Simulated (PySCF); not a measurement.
## Bond curve of CdO

Set-up: Cd def2-TZVPP with ECP28, O def2-TZVPP; scalar-relativistic core potentials (PySCF 2.14). Energies in eV from Cd + O in their ground configurations at the same level. State: ³Π (triplet), unpaired electrons σ ↑, π ↑.

```tsv
R (Å)	r²SCAN
1.807	-0.601
1.891	-0.971
1.975	-1.158
2.038	-1.216
2.101	-1.225
2.164	-1.199
2.248	-1.129
2.353	-1.012
2.479	-0.857
2.647	-0.663
```

Question: Put a parabola through the three lowest points of the r²SCAN curve and estimate Re, k and ωe (reduced mass 14.03 u; 1 eV/Å² = 0.16022 mdyn/Å; ωe = 1302.8·√(k/μ) cm⁻¹).

Answer: Through R = 2.038, 2.101, 2.164 Å the second-order coefficient is 4.41 eV/Å², so Re ≈ 2.086 Å, k ≈ 1.41 mdyn/Å and ωe ≈ 413 cm⁻¹. A polynomial fit of higher order to the unrounded r²SCAN energies gives Re = 2.083 Å, k = 1.54 mdyn/Å, ωe = 432 cm⁻¹; anharmonicity and rounding make the difference.

The higher-order fit for each curve: r²SCAN: Re = 2.083 Å, ωe = 432 cm⁻¹, De = 1.23 eV.

Spin–orbit coupling is left out. The state is the lowest determinant that a PBE0 search found; another state may lie lower at other levels.
